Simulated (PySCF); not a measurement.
Geometry:
```tsv
atom	x (Å)	y (Å)	z (Å)
Cl1	2.705	0.708	1.539
C2	1.646	-0.470	0.720
C3	0.832	0.206	-0.376
C4	-0.205	1.201	0.182
C5	-1.489	0.393	0.432
C6	-1.410	-0.721	-0.590
O7	-1.045	-0.308	-1.878
C8	-0.033	-0.834	-1.072
H9	2.295	-1.243	0.309
H10	0.999	-0.901	1.484
H11	1.510	0.699	-1.077
H12	-0.403	1.962	-0.572
H13	0.158	1.691	1.082
H14	-2.381	1.004	0.306
H15	-1.507	-0.043	1.432
H16	-2.087	-1.564	-0.531
H17	0.410	-1.767	-1.401
```

Geometry: GFN2-xTB; GIAO shifts from PySCF 2.14.0 with density-fitted response routines, gas phase, non-relativistic, averaged over equivalent atoms.

At OLYP/pcSseg-0 (94 basis functions, 48 s wall time (43 s CPU) on 1 thread of an AMD EPYC, shared host):
```tsv
atoms	δ (ppm)
C8	60.5
C6	58.2
C2	52.1
C3	47.0
C5	29.1
C4	26.9
O7	30.3
H9	3.21
H16	2.87
H10	2.86
H17	2.56
H11	2.26
H12	2.02
H14	1.93
H13	1.89
H15	1.38
```

Chemical shifts δ = σref − σ; 13C (190.02 ppm) and 1H (33.33 ppm) vs TMS; H2O for 17O (332.24 ppm), all at this level.

Problem. Predict the values at PBE0/ANO-RCC-VDZP on the same geometry.

Solution. 
```
atoms  δ at PBE0/ANO-RCC-VDZP  change
   C8                    55.6    -4.9
   C6                    53.2    -5.0
   C2                    48.9    -3.2
   C3                    46.8    -0.2
   C5                    26.3    -2.8
   C4                    23.5    -3.4
   O7                    11.3   -19.0
   H9                    3.56   +0.35
  H16                    3.23   +0.36
  H10                    3.07   +0.21
  H17                    2.87   +0.31
  H11                    2.38   +0.12
  H12                    1.52   -0.50
  H14                    1.90   -0.03
  H13                    1.93   +0.04
  H15                    1.44   +0.06
```

Scale: TMS for 13C (σ = 190.39 ppm) and 1H (σ = 31.76 ppm); H2O for 17O (σ = 334.43 ppm) (reference shieldings calculated alike).

The largest change is at O7 (ether oxygen). Cost: 161 basis functions, 2.3 min wall time on 1 thread of an AMD EPYC, shared host. The order of the carbon signals is the same at both levels.

Carbons that carry Cl, above all several Cl atoms, come out too deshielded, partly because spin–orbit coupling is missing. Experimental scales use liquid or dissolved standards, which lie at an offset from isolated H2O (liquid H2O: subtract about 36 ppm).
